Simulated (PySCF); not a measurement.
## Working out the ionisation energy of Ru²⁺

Ru²⁺ [Kr] 4d6 (5D) → Ru³⁺ [Kr] 4d5 (6S). Calculation: PySCF 2.14, in aug-cc-pVTZ-PP with ECP28MDF (6s6p5d3f2g, 88 functions); a scalar-relativistic core potential. Frozen: 4s2 4p6. Energies in hartree (1 hartree = 27.21139 eV):

| part | Ru²⁺ (lower) | Ru³⁺ (upper) |
| --- | --- | --- |
| UHF | -93.037709 | -92.065966 |
| MP2 opposite-spin | -0.045852 | 0.000000 |
| MP2 same-spin | -0.061042 | -0.060790 |

Q: What does Hartree-Fock give?

A: (-92.065966) − (-93.037709) = 0.971743 hartree = 26.442 eV.

Q: What do MP2 and SCS-MP2 (6/5 opposite-spin, 1/3 same-spin) give?

A: The opposite-spin parts differ by 1.248 eV and the same-spin parts by 0.007 eV. MP2: 26.442 + (1.248) + (0.007) = 27.697 eV. SCS-MP2: 26.442 + 1.2 × (1.248) + (0.007)/3 = 27.942 eV.

Reference: 28.47 eV (semi-empirical (NIST evaluation); NIST Atomic Spectra Database, ionization energies), between the lowest levels; spin-orbit coupling is absent from the calculation.

What remains against the reference includes basis incompleteness, the frozen core and correlation beyond second order.
